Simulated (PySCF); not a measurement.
Mapped SMILES: `[CH2:1]=[C:2]([CH3:3])[C@@H:4]1[CH2:5][O:6][CH2:7][CH2:8][SiH2:9]1` (H(Xn): hydrogen on atom n). Ha(C5), Ha(C7), Ha(C8), Ha(Si9) are cis to C2 on the ring; Ha(C1) is cis to C3; Hb(C5), Hb(C7), Hb(C8), Hb(Si9) are trans to C2 on the ring; Hb(C1) is trans to C3.

PySCF 2.14.0 with density-fitted response routines calculation with GFN2-xTB structure and GIAO PBE0/pcSseg-1 shieldings; isolated molecule, relativity neglected, one computed conformer, equivalent nuclei averaged.

Task: List the cross peaks expected in HSQC, COSY and HMBC spectra.

Result: 

HSQC (one-bond C–H):
| δH | δC |
| --- | --- |
| 5.99 (Hb(C1)) | 117.8 (C1) |
| 5.27 (Ha(C1)) | 117.8 (C1) |
| 4.57 (Ha(C5)) | 76.0 (C5) |
| 4.55 (Ha(C7)) | 70.9 (C7) |
| 3.79 (Hb(C5)) | 76.0 (C5) |
| 3.49 (Hb(C7)) | 70.9 (C7) |
| 1.84 (H(C3)) | 28.1 (C3) |
| 1.40 (Ha(C8)) | 8.0 (C8) |
| 1.18 (H(C4)) | 32.1 (C4) |
| 0.46 (Hb(C8)) | 8.0 (C8) |

COSY cross peaks (H two or three bonds apart, from the bond graph; peaks can be absent where the dihedral angle is near 90°):
| δH | δH |
| --- | --- |
| 5.99 (Hb(C1)) | 5.27 (Ha(C1)) |
| 4.57 (Ha(C5)) | 3.79 (Hb(C5)) |
| 4.57 (Ha(C5)) | 1.18 (H(C4)) |
| 4.55 (Ha(C7)) | 3.49 (Hb(C7)) |
| 4.55 (Ha(C7)) | 1.40 (Ha(C8)) |
| 4.55 (Ha(C7)) | 0.46 (Hb(C8)) |
| 4.36 (Hb(Si9)) | 4.03 (Ha(Si9)) |
| 4.36 (Hb(Si9)) | 1.40 (Ha(C8)) |
| 4.36 (Hb(Si9)) | 1.18 (H(C4)) |
| 4.36 (Hb(Si9)) | 0.46 (Hb(C8)) |
| 4.03 (Ha(Si9)) | 1.40 (Ha(C8)) |
| 4.03 (Ha(Si9)) | 1.18 (H(C4)) |
| 4.03 (Ha(Si9)) | 0.46 (Hb(C8)) |
| 3.79 (Hb(C5)) | 1.18 (H(C4)) |
| 3.49 (Hb(C7)) | 1.40 (Ha(C8)) |
| 3.49 (Hb(C7)) | 0.46 (Hb(C8)) |
| 1.40 (Ha(C8)) | 0.46 (Hb(C8)) |

HMBC (two and three bonds, from the bond graph):
| δH | δC |
| --- | --- |
| 5.99 (Hb(C1)) | 156.2 (C2), 32.1 (C4), 28.1 (C3) |
| 5.27 (Ha(C1)) | 156.2 (C2), 32.1 (C4), 28.1 (C3) |
| 4.57 (Ha(C5)) | 156.2 (C2), 70.9 (C7), 32.1 (C4) |
| 4.55 (Ha(C7)) | 76.0 (C5), 8.0 (C8) |
| 4.36 (Hb(Si9)) | 156.2 (C2), 76.0 (C5), 70.9 (C7), 32.1 (C4), 8.0 (C8) |
| 4.03 (Ha(Si9)) | 156.2 (C2), 76.0 (C5), 70.9 (C7), 32.1 (C4), 8.0 (C8) |
| 3.79 (Hb(C5)) | 156.2 (C2), 70.9 (C7), 32.1 (C4) |
| 3.49 (Hb(C7)) | 76.0 (C5), 8.0 (C8) |
| 1.84 (H(C3)) | 156.2 (C2), 117.8 (C1), 32.1 (C4) |
| 1.40 (Ha(C8)) | 70.9 (C7), 32.1 (C4) |
| 1.18 (H(C4)) | 156.2 (C2), 117.8 (C1), 76.0 (C5), 28.1 (C3), 8.0 (C8) |
| 0.46 (Hb(C8)) | 70.9 (C7), 32.1 (C4) |

δ = σ(ref) − σ, references computed at the same level: 1H, 13C against TMS.

Short H···H contacts in this conformer between protons four or more bonds apart (candidates for NOE cross peaks, intensity ∝ r⁻⁶): Hb(C5)···Hb(C7) 2.31 Å, Ha(C1)···H(C3) 2.38 Å, H(C3)···H(C4) 2.51 Å, Hb(C1)···Ha(C5) 2.63 Å, H(C3)···Ha(Si9) 2.63 Å.

Shifts are as computed. Against solution values, carbons near 30 ppm lie about +3 ppm off and those near 130 ppm about +5 ppm. Of 1211 compounds with measured shifts, 218 miss one by over three times the rms of a fit or turn the order of signals round; such compounds aren't used in these exercises.
